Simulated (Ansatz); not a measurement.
`N/C(Cl)=N/[SiH3]` + H₂O → `O/C(Cl)=N/[SiH3]` + NH₃ at 500 K and 1 bar (formal hydrolysis of a C–N bond).

Computed with Ansatz on PBE0-D4/def2-TZVP structures; ΔE is electronic, products minus reactants. CCSD(T)/CBS adds triple-zeta CCSD(T) − MP2 to the extrapolated MP2 energy (def2 sets, frozen cores). This one scheme is used for every species. Double bonds are as drawn, so ΔE can hold a change between cis and trans. One conformer a species, not always the lowest.

| species | CCSD(T)/CBS energy (Eh) | H − E (kJ/mol) | S (J/(mol·K)) |
| --- | --- | --- | --- |
| `N/C(Cl)=N/[SiH3]` | -899.33160 | 214.9 | 434.3 |
| H₂O | -76.37941 | 73.2 | 206.3 |
| `O/C(Cl)=N/[SiH3]` | -919.19409 | 180.3 | 405.0 |
| NH₃ | -56.50880 | 108.2 | 211.8 |

H − E and S are ideal-gas, rigid-rotor, harmonic terms from PBE0-D4/def2-TZVP, for one conformer and one mirror image of each species. 1 Eh = 2625.50 kJ/mol, R = 8.31446 J/(mol·K).

**Question.** By hand: ΔE, ΔH, ΔS and ΔG.

**Answer.** ΔE = (-919.19409) + (-56.50880) − (-899.33160) − (-76.37941) = 0.00812 Eh = 21.3 kJ/mol. Δ(H − E) = 180.3 + 108.2 − 214.9 − 73.2 = 0.4, so ΔH = 21.7 kJ/mol. ΔS = 405.0 + 211.8 − 434.3 − 206.3 = -23.8 J/(mol·K). ΔG = 21.7 − 500 × (-23.8)/1000 = 33.6 kJ/mol.

**Question.** By hand: the equilibrium constant, and the temperature at which ΔG would vanish if ΔH and ΔS stayed fixed.

**Answer.** log₁₀ K = −ΔG/(RT ln 10) = -3.5. ΔH and −TΔS have one sign here, so there is no such temperature.

TΔS isn't small against ΔH here. A doubt of 5 kJ/mol in ΔE shifts log₁₀ K by 0.5 here. Other conformers and mirror images would add mixing entropy, several J/(mol·K) or more a flexible species. Modes under 60 cm⁻¹, often nearly free rotors, make the harmonic entropy too high. These are equilibria of isolated gas molecules and say nothing of rates. Largest T1 diagnostic: 0.013 (customary marks: 0.02 for closed shells, 0.045 for open ones).
